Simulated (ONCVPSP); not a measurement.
# manganese (Mn), ONCV: configuration errors across variants

- Element: manganese (Mn)
- Generator: ONCVPSP 4.0.1
- Type: optimised norm-conserving Vanderbilt (ONCV)
- Functional: LDA (Perdew-Zunger)
- Relativity: scalar-relativistic
- Frozen core: [Ar]
- Valence charge: 7
- Reference configuration: 3d5 4s1 (charge +1)
- Partial waves: 4s: rc 2.50 bohr, ncon 4, nbas 7, qcut 3.1 1/bohr, 2 projectors, debl 3.9 Ha; p scattering state at 0.18 Ha: rc 2.00 bohr, ncon 4, nbas 8, qcut 3.9 1/bohr, 2 projectors, debl 2.8 Ha; 3d: rc 2.00 bohr, ncon 5, nbas 10, qcut 6.9 1/bohr, 1 projector; f scattering state at 0.12 Ha: rc 2.55 bohr, ncon 4, nbas 7, qcut 4.2 1/bohr, 2 projectors, debl 0.9 Ha
- Local potential: polynomial inside 1.85 bohr (lpopt 5, dvloc0 4 Ha)
- Core correction: Teter function, fcfact 5.5, rcfact 1.3

In the p channel the program set the typed energies aside and used 0.050, 2.850 Ha.

All-electron excitation energies from the reference (eV): (1) 3d5 4s2 -8.654; (2) 3d5 4s0 15.877; (3) 3d4 4s0 48.688; (4) 3d5 4s0 4p2 -0.572.

3 further variants failed, have other tests or too few solved ones, and are left out.

A true bound ghost makes a file unfit for plane-wave use even where its test errors are small: the radial tests pick states by their node count and pass the ghost by.

Errors AE − PS in meV (a dash: test not solved or not reliable):

| change | (1) | (2) | (3) | (4) | bound ghosts | GHOST(+) flags above zero |
| --- | --- | --- | --- | --- | --- | --- |
| base | +5.5 | +12 | -104 | +22 | none | p |
| core correction Teter function fitted to the true core (icmod 2), fcfact 0.5 | +3.3 | +4.7 | -128 | +21 | none | p |
| p: nproj 3 | +5.5 | +12 | -104 | – | p | p |
| d: qcut 9.7 | +0.1 | -2.7 | -235 | +21 | none | p |

Give the same row for: d: rc 1.4; local potential polynomial inside 1.40 bohr (lpopt 5, dvloc0 4 Ha).

-1.5, -6.3, -184, +24; bound ghosts: none; GHOST(+) flags above zero: s.
